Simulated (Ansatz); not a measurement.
System: sum formula H2BO3 (charge 0, doublet). It need not be the lowest isomer of its formula. 
Geometry from a B3LYP-D3(BJ)/def2-TZVP (Ansatz, an electronic-structure program) optimisation:
```
B
O 1 1.3667
H 2 0.9606 1 116.04
O 1 1.3667 2 128.26 3 8.79
H 4 0.9606 1 116.04 2 8.79
O 1 1.3782 2 115.87 3 -171.21
```
Charge 0, spin multiplicity 2.

Computed values are from Ansatz. Cores are frozen in the correlated levels unless marked. Open shells are spin-unrestricted. Spin-orbit coupling is left out. No relativistic terms. CBS marks a two-point X^-3 extrapolation of the correlation energy; Hartree-Fock from the larger set. [CCSD(T)-MP2]/basis is that difference in the basis named.

```
Property                                                                                                                               Result
-------------------------------------------------------------------  ------------------------------------------------------------------------
atomisation energy De                                                     603.6 kcal/mol at RI-MP2/CBS(cc-pVTZ,cc-pVQZ)+[CCSD(T)-MP2]/cc-pVTZ
vertical electron affinity (to the singlet; negative means unbound)  2.35 eV at RI-MP2/CBS(aug-cc-pVTZ,aug-cc-pVQZ)+[CCSD(T)-MP2]/aug-cc-pVDZ
total energy                                                                -251.5791 Eh at RI-MP2/CBS(cc-pVTZ,cc-pVQZ)+[CCSD(T)-MP2]/cc-pVTZ
dipole moment                                                                                                   3.74 D at CCSD(T)/aug-cc-pVDZ
T1 diagnostic                                                                                                           0.013 at CCSD/cc-pVTZ
```
